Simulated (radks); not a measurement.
Q: N, 7 electrons, occupied as [He] 2s2 2p3. Method: Dirac Kohn-Sham, PW91, spin-unpolarised, spherical densities, point nucleus; open shells are shared between the two j in proportion to 2j + 1; computed with a radial shooting solver on a logarithmic mesh with Libxc functionals. Some entries of the table are withheld. Estimate them.

orbital,occ.,eigenvalue (hartree),<1/r> (bohr^-1),r(max) (bohr)
1s1/2,2,(1),(2),0.1482
2s1/2,2,(3),1.104,1.012
2p1/2,1,-0.26355,0.9404,0.9703
2p3/2,2,-0.26284,0.9391,0.9713

A: 
(1) 1s1/2 eigenvalue (hartree): -14.15113
(2) 1s1/2 <1/r> (bohr^-1): 6.642
(3) 2s1/2 eigenvalue (hartree): -0.68456
